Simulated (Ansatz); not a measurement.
Reaction (cleavage of the B–B bond): `OB(O)BS` + `CC[TeH]` → `CC[Te]B(O)O` + `BS`

Isolated molecules relaxed with PBE0-D4/def2-TZVP in Ansatz; ΔE leaves out vibrations. CCSD(T)/CBS adds triple-zeta CCSD(T) − MP2 to the extrapolated MP2 energy (def2 sets, frozen cores). This one scheme is used for every species. def2 core potentials past Kr. For Te outer-core shells are correlated without core-valence functions, which leaves a few kJ/mol of doubt a bond. Each species was taken in one conformer, which may not be the lowest.

```csv
species,CCSD/def2-TZVPP energy (Eh)
`OB(O)BS`,-600.06842
`CC[TeH]`,-347.08532
`CC[Te]B(O)O`,-522.85781
`BS`,-424.31597
```

Work out ΔE.

ΔE = (-522.85781) + (-424.31597) − (-600.06842) − (-347.08532) = -0.02004 Eh = -12.6 kcal/mol. CCSD(T)/CBS gives -13.6 kcal/mol.

Largest T1 diagnostic among the species: 0.015.

In def2-TZVPP, CCSD(T) changes the Hartree–Fock value by −0.9 kcal/mol (the triples alone add −0.5 kcal/mol) and MP2 by −3.6 kcal/mol. The D4 term adds −1.3 kcal/mol with B3LYP and −0.7 kcal/mol with PBE0; it sums over pairs of atoms, weighted by their polarisabilities, and B3LYP, whose exchange is more repulsive, gets the larger term.

B3LYP here is the variant with VWN-RPA as its local correlation; programs differ in this.
